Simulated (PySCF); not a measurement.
Computed properties of Se(Me)(SH) (CH4SSe), SMILES C[Se]S

CH4SSe, SMILES C[Se]S. Geometry optimised at PBE0-D3(BJ)/def2-SVP. Other conformers were not sampled. All values are computed for the isolated molecule unless a solvent is named; none is compared with measurement here.

**Structure.** All 15 harmonic modes at PBE0-D3(BJ)/def2-SVP (PySCF) are real, so it is a minimum. With heavy atoms numbered as in [Se:1]([CH3:2])[SH:6], the shortest bond between them is Se1–C2 at 1.946 Å and the longest Se1–S6 at 2.203 Å.

**Vibrations.** The strongest infrared lines (harmonic, unscaled, degenerate partners summed) lie at 310 cm⁻¹ (20 km/mol, H 93 %), 904 cm⁻¹ (11 km/mol, H 80 %, C 18 %), 1444 cm⁻¹ (11 km/mol, H 95 %). The softest mode is at 141 cm⁻¹ and the zero-point energy is 29.4 kcal/mol.

**Electronic structure.** HF/def2-TZVPD (PySCF) places the frontier levels at -9.31 and 1.19 eV, a gap of 10.50 eV, and gives a dipole moment of 1.89 D and a mean polarisability of 63.2 bohr³.

**Excitations.** TDA-PBE0/def2-SVPD (PySCF) has S1 at 3.95 eV (314 nm, f = 0.004, weak); the most intense of the 10 singlets computed lies at 7.13 eV (f = 0.10). T1 (TDA) is at 3.25 eV, 0.70 eV under S1. No vertical singlet excitation falls in the visible range (under 3.1 eV).

**NMR.** GIAO shifts at HF/pcSseg-1 (PySCF) (non-relativistic, atoms alike by connectivity averaged): ¹³C at 22.8 ppm against TMS; ¹H from 2.4 to 3.1 ppm against TMS.
